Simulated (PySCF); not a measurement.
## C₆ coefficients of unlike pairs at wB97X-V

Calculated with PySCF 2.14 from the dipole response of each species, C₆(A,B) = (3/π) ∫ α_A(iu) α_B(iu) du, in atomic units, from isotropic polarisabilities. For ions this is the dispersion term alone; charge-induced terms of lower order in 1/R come first.

```csv
species,configuration,basis,relativity,α (bohr³),C₆ (like pair)
Hg³⁺,[Xe] 4f14 5d9 (2D),"aug-cc-pVTZ-PP with one added diffuse shell each of s, p, d, f, g type with ECP60MDF (7s7p6d4f3g)",core potential,5.648,32.48
Ta,[Xe] 4f14 5d3 6s2 (4F),aug-cc-pwCVDZ-PP with ECP60MDF (6s6p5d3f),core potential,87.11,1135
V,[Ar] 3d3 4s2 (4F),aug-cc-pVTZ (8s7p5d3f2g),none,96.99,1080
Si⁺,[Ne] 3s2 3p1 (2P),dyall-acv3z (19s12p6d4f),none,19.16,101.7
```

Task: Estimate C₆ for Si⁺ with Ta.

Result: The integral gives 329.4. The combination rule 2 C_A C_B / (C_A α_B/α_A + C_B α_A/α_B) gives 324.2 and the geometric mean 339.7.

No spin-orbit coupling is included.

The other pairs:

| pair | C₆ |
| --- | --- |
| V, Ta | 1096 |
| Ta, Hg³⁺ | 140.7 |
| V, Hg³⁺ | 122.3 |
| Si⁺, Hg³⁺ | 47.34 |
| Si⁺, V | 307.3 |
